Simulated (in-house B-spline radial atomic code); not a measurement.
Rb¹⁹⁺. Computed with a B-spline radial atomic code. Model: all-electron spherical atom, spin shells full or empty, radial basis limit, no spin-orbit coupling: exact exchange with a local potential (Slater, KLI or optimised effective potential, whose far tail is KLI's), no correlation.

Exchange potential has not reached -1/r at the last radius.

The run also made RPA and GW results, which its time includes.

The Slater potential averages the orbital exchange potentials with the orbital densities as weights, KLI adds orbital constants, and the optimised effective potential minimises the exact-exchange energy among local potentials. So their energies lie above Hartree-Fock in the order OEP, KLI, Slater. All fall off as −1/r, unlike LDA and GGA exchange.

Command:
```bash
python run_gw.py task.json out
```
Settings (lengths in bohr, energies in hartree):
```
Z                      37
electrons              18
configuration          [Ne] 3s2 3p6
hamiltonian            nr
method                 kli
lmax                   9
spin_polarised         False
box_radius             4.23
intervals              65
```

Cost of the run: 2.6 s on 1 thread of Arm Neoverse N1 (shared host).

Given: hamiltonian non-relativistic; mean-field start exchange-only KLI.

Computed: energy above Hartree-Fock 8.8599 millihartree; virial ratio -E/T less 1 -0.000241.

```
radius (bohr)  r times exchange potential (hartree bohr)
      0.00135                                  -0.041022
      0.00163                                          ?
      0.00196                                  -0.059425
      0.00236                                  -0.071424
      0.00283                                  -0.085434
      0.00341                                   -0.10257
       0.0041                                    -0.1227
      0.00494                                   -0.14679
      0.00594                                   -0.17479
      0.00715                                   -0.20756
      0.00861                                   -0.24534
       0.0104                                   -0.28883
       0.0125                                          ?
        0.015                                   -0.38539
       0.0181                                   -0.43804
       0.0217                                   -0.48728
       0.0262                                    -0.5326
       0.0315                                    -0.5666
       0.0379                                   -0.58709
       0.0456                                   -0.59609
       0.0549                                   -0.60911
        0.066                                   -0.65506
       0.0794                                   -0.75062
       0.0956                                   -0.87698
        0.115                                   -0.99791
        0.138                                    -1.0821
        0.167                                     -1.105
        0.201                                    -1.0423
        0.241                                   -0.92442
         0.29                                   -0.93313
        0.349                                    -1.1279
        0.421                                    -1.3118
        0.506                                    -1.4009
        0.609                                    -1.3971
        0.733                                    -1.3309
        0.882                                    -1.2425
         1.06                                    -1.1591
```

Q: What belongs in the row 0.00163?

A: r times exchange potential (hartree bohr): -0.049483.

Q: What belongs in the row 0.0125?

A: r times exchange potential (hartree bohr): -0.33566.

```json
{"occupied": "1s", "level (hartree)": "-569.99", "Hartree-Fock level (hartree)": "-578.52"}
{"occupied": "2s", "level (hartree)": "?", "Hartree-Fock level (hartree)": "?"}
{"occupied": "2p", "level (hartree)": "-93.175", "Hartree-Fock level (hartree)": "-94.814"}
{"occupied": "3s", "level (hartree)": "-33.743", "Hartree-Fock level (hartree)": "-34.213"}
{"occupied": "3p", "level (hartree)": "-31.479", "Hartree-Fock level (hartree)": "-31.485"}
```

Q: What belongs in the row 2s?

A: level (hartree): -99.538; Hartree-Fock level (hartree): -101.86.

```tsv
empty	level (hartree)
3d	-27.84
4s	-16.717
4p	-15.819
4d	?
4f	-13.256
```

Q: What belongs in the row 4d?

A: level (hartree): -14.457.

The highest level, 3p, differs from Hartree-Fock by +0.17 eV and the deepest, 1s, by +232 eV: a local potential can match the highest level but can't give each shell its own exchange.
